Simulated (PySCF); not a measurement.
Molecule: `[BH3-][P@@H+](C)CC=C`, C4H12BP.

Bonds (- single, = double, # triple, : aromatic): B1-P2, P2-C3, P2-C4, C4-C5, C5=C6. B1 carries H7, H8, H9; P2 carries H10; C3 carries H11, H12, H13; C4 carries H14, H15; C5 carries H16; C6 carries H17, H18. Formal charges: B1 -1, P2 +1. Stereochemistry as in [BH3-][P@@H+](C)CC=C. H18 is cis to C4; H14 is pro-R; H15 is pro-S; H17 is trans to C4.

Frames of a GFN2-xTB Langevin trajectory at 300 K; GIAO PBE0/pcSseg-1 shieldings in PySCF 2.14, gas phase, non-relativistic; equivalent atoms averaged within each frame.

Shifts are taken against calculated references (same method and geometry level): $^{11}$B (σref 100.07) vs BF3·OEt2; $^{31}$P (σref 318.38) vs H3PO4; $^{13}$C (σref 186.93), $^{1}$H (σref 31.72) vs TMS. The references are static minima.

Task: How do the shifts (ppm) fluctuate along the trajectory?

Result: 
```tsv
time (fs)	B1	P2	C5	C6	C4	C3	H16	H17	H18	H10
optimised geometry	-49.1	-3.5	142.2	126.3	33.1	6.8	6.29	5.59	5.57	4.37
250	-48.2	-31.0	142.7	129.0	33.4	7.2	6.50	5.86	5.05	4.99
425	-46.3	-29.0	143.0	127.7	31.7	11.8	6.04	5.19	5.06	4.47
625	-44.9	4.3	141.9	130.0	31.1	2.8	6.65	6.74	5.71	4.55
800	-45.1	-39.5	143.6	127.6	44.7	8.2	6.99	5.86	5.37	4.32
1000	-46.9	-32.4	146.9	129.9	35.7	17.6	6.36	6.12	6.63	4.85
mean of frames	-46.3	-25.5	143.6	128.8	35.3	9.5	6.51	5.95	5.56	4.64
standard deviation	1.3	17.1	1.9	1.2	5.6	5.6	0.35	0.56	0.65	0.28
```

5 frames give an uncertainty of the mean of about the standard deviation over 2.2 at best, since frames this close in time may not be independent; classical motion lacks zero-point vibration, and the reference would need the same averaging.
